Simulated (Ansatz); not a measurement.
Reaction (ligand exchange at the Si–C bond): `[SiH3]C[NH][AlH][SH]` + `C=C(O)Cl` → `C=C(Cl)O[SiH3]` + `C[NH][AlH][SH]`

Program: Ansatz. Geometries: PBE0-D4/def2-TZVP. ΔE: electronic, gas phase. CCSD(T)/CBS is the MP2 limit (def2-TZVPP, def2-QZVPP) plus CCSD(T) − MP2 in def2-TZVPP, frozen cores. Functionals use def2-TZVPP. B3LYP here is the variant with VWN-RPA as its local correlation; programs differ in this. One conformer a species, not always the lowest.

```json
{"level": "PBE-D4", "ΔE (kJ/mol)": "-87.5", "difference from CCSD(T)/CBS": "13.9"}
{"level": "r2SCAN-D4", "ΔE (kJ/mol)": "-98.9", "difference from CCSD(T)/CBS": "2.5"}
{"level": "PBE0-D4", "ΔE (kJ/mol)": "-91.6", "difference from CCSD(T)/CBS": "9.8"}
{"level": "B3LYP-D4", "ΔE (kJ/mol)": "-102.7", "difference from CCSD(T)/CBS": "-1.3"}
{"level": "ωB97X-V", "ΔE (kJ/mol)": "-99.5", "difference from CCSD(T)/CBS": "1.9"}
{"level": "ωB97M-V", "ΔE (kJ/mol)": "-98.9", "difference from CCSD(T)/CBS": "2.5"}
{"level": "B2PLYP", "ΔE (kJ/mol)": "-104.5", "difference from CCSD(T)/CBS": "-3.1"}
{"level": "PBE", "ΔE (kJ/mol)": "-88.0", "difference from CCSD(T)/CBS": "13.4"}
{"level": "r2SCAN", "ΔE (kJ/mol)": "-99.2", "difference from CCSD(T)/CBS": "2.2"}
{"level": "PBE0", "ΔE (kJ/mol)": "-92.1", "difference from CCSD(T)/CBS": "9.3"}
{"level": "B3LYP", "ΔE (kJ/mol)": "-103.3", "difference from CCSD(T)/CBS": "-1.9"}
{"level": "HF/def2-TZVPP", "ΔE (kJ/mol)": "-116.7", "difference from CCSD(T)/CBS": "-15.3"}
{"level": "MP2/def2-TZVPP", "ΔE (kJ/mol)": "-103.4", "difference from CCSD(T)/CBS": "-2.0"}
{"level": "SCS-MP2/def2-TZVPP", "ΔE (kJ/mol)": "-106.7", "difference from CCSD(T)/CBS": "-5.3"}
{"level": "CCSD/def2-TZVPP", "ΔE (kJ/mol)": "-102.4", "difference from CCSD(T)/CBS": "-1.0"}
{"level": "CCSD(T)/def2-TZVPP", "ΔE (kJ/mol)": "-100.5", "difference from CCSD(T)/CBS": "0.9"}
{"level": "HF/def2-QZVPP", "ΔE (kJ/mol)": "-118.0", "difference from CCSD(T)/CBS": "-16.6"}
{"level": "MP2/def2-QZVPP", "ΔE (kJ/mol)": "-104.3", "difference from CCSD(T)/CBS": "-2.9"}
{"level": "SCS-MP2/def2-QZVPP", "ΔE (kJ/mol)": "-107.5", "difference from CCSD(T)/CBS": "-6.1"}
{"level": "HF/CBS(def2)", "ΔE (kJ/mol)": "-118.2", "difference from CCSD(T)/CBS": "-16.8"}
{"level": "MP2/CBS(def2)", "ΔE (kJ/mol)": "-104.3", "difference from CCSD(T)/CBS": "-2.9"}
{"level": "CCSD/CBS(def2)", "ΔE (kJ/mol)": "-103.2", "difference from CCSD(T)/CBS": "-1.8"}
{"level": "CCSD(T)/CBS", "ΔE (kJ/mol)": "-101.4", "difference from CCSD(T)/CBS": "0"}
```

Largest T1 diagnostic among the species: 0.012.

In def2-TZVPP, CCSD(T) changes the Hartree–Fock value by +16.2 kJ/mol (the triples alone add +1.9 kJ/mol) and MP2 by +13.3 kJ/mol. From PBE to PBE0 (25 % exact exchange), in def2-TZVPP and without D4, ΔE moves by −4.2 kJ/mol.
